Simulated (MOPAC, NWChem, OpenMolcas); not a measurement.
TlCl (SMILES [Cl][Tl]): methods side by side

TlCl: 2 atoms, total charge 0, spin state singlet. SMILES: `[Cl][Tl]`. The bond length is the measured one.

```
atom   x (Å)   y (Å)   z (Å)
  Cl  0.0000  0.0000  0.0000
  Tl  0.0000  0.0000  2.4848
```

Each level gives the dipole moment (D). The values are calculated.

| level | kind | program | value (D) | CPU time |
| --- | --- | --- | --- | --- |
| AM1 | semi-empirical | MOPAC | 6.80 | under 2 s |
| HF/def2-TZVPP (core potential) | Hartree–Fock | OpenMolcas | 4.64 | 6.5 s |
| SVWN5/def2-TZVPP (core potential) | LDA | OpenMolcas | 4.03 | 10 s |
| revPBE/def2-TZVPP (core potential) | GGA | NWChem | 4.13 | 22 s |
| M06-L/def2-TZVPP (core potential) | meta-GGA | NWChem | 4.41 | 29 s |
| BHLYP/def2-TZVPP (core potential) | global hybrid | OpenMolcas | 4.53 | 12 s |
| CAM-B3LYP/def2-TZVPP (core potential) | range-separated hybrid | NWChem | 4.43 | 67 s |

The values span 4.03 to 6.80 D. CPU times are rough (shared hosts, several kinds of processor): they show what a rung costs within a factor of a few.
